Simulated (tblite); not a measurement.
Task: Write Cartesian coordinates for `N#C[C@@H]1[CH]CC[Si@H]1O` [radical] as optimised with GFN2-xTB. (Doublet state.)

Result: 
```
atom  x, y, z in Å
N1    -1.5024    2.1342    1.9882
C2    -0.8764    1.7999    1.0879
C3    -0.1555    1.2964   -0.0458
C4    -1.1084    0.4520   -0.8116
C5    -1.1547   -0.9781   -0.4371
C6     0.2784   -1.4672   -0.1494
Si7    1.2065    0.0608    0.5111
O8     2.5239    0.4918   -0.3407
H9     0.2226    2.1451   -0.6218
H10   -1.8282    0.8901   -1.4794
H11   -1.7524   -1.1049    0.4788
H12   -1.6391   -1.5731   -1.2146
H13    0.2624   -2.3186    0.5272
H14    0.7303   -1.8112   -1.0813
H15    1.4731    0.0346    1.9467
H16    3.3125   -0.0429   -0.3696
```

Any rigid rotation of these coordinates is as good. Atoms count from 1 in this order. The 5-membered ring C3–C4–C5–C6–Si7 has internal angles of 94.0° to 116.0°; it is puckered, 0.14 Å rms from its mean plane, widest ring torsion 40°. C4 (carbon bonded to 2 C and H) is almost planar (angles 122.0°, 121.2° and 116.0°, sum 359.3°, 0.07 Å off the plane of its three neighbours). The 4 C–C bonds span 1.435 Å (C2–C3, drawn single) to 1.541 Å (C5–C6, drawn single), a spread of 0.106 Å. Si7 (silicon bonded to 2 C, O and H) has angles from 94.0° to 115.2°.

Bonds between heavy atoms (Å): N1≡C2 1.146, C2–C3 1.435, C3–C4 1.486, C4–C5 1.479, C5–C6 1.541, C6–Si7 1.906, Si7–O8 1.627, C3–Si7 1.921.

Structure optimised with GFN2-xTB, isolated species. This method treats the open shell by occupation alone, without spin polarisation.

Point group: C1 (no symmetry element, even within 0.4 Å). Its GFN2-xTB frequencies are all real (lowest 37 cm⁻¹). Torsions: C6–Si7–O8–H -68°, C2–C3–C4–C5 -90°, C3–C4–C5–C6 -40°, C4–C5–C6–Si7 30°, C5–C6–Si7–O8 -122°.

One conformer stands for the species.

The numbers are calculated, not measured.
